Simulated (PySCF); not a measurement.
H$_{2}$B$_{2}$O, SMILES `O1BB1`, neutral singlet in the gas phase. 

Cartesian coordinates (Å):
```xyz
5

B      0.7843    -0.1869     0.0068
B     -0.7827    -0.1932     0.0030
O     -0.0037     0.9502    -0.0243
H      1.9607    -0.2772     0.0120
H     -1.9584    -0.2929     0.0026
```
Charge 0, spin multiplicity 1.

All levels are single points at this geometry (B3LYP-D3(BJ)/def2-TZVP); Pople sets use spherical d functions. Orbital energies aren't observables, and empty levels follow the basis.

| level | HOMO (eV) | LUMO (eV) | gap (eV) | dipole (D) | vertical IE, Delta-SCF (eV) |
|---|---|---|---|---|---|
| PBE-D3(BJ)/def2-TZVP in PySCF | -6.22 | -2.67 | 3.56 | 0.20 | 10.12 |
| TPSSh-D3(BJ)/def2-TZVP in PySCF | -6.83 | -2.04 | 4.79 | 0.32 | 10.13 |
| B3LYP/6-311+G** in PySCF | -7.37 | -1.90 | 5.47 | 0.47 | – |
| BP86/6-31G* in PySCF | -5.99 | -2.32 | 3.67 | 0.17 | – |
| SVWN5/6-31G* in PySCF | -5.97 | -2.50 | 3.47 | 0.15 | 10.16 |
| HF/3-21G in PySCF | -10.73 | 2.66 | 13.39 | 0.98 | – |
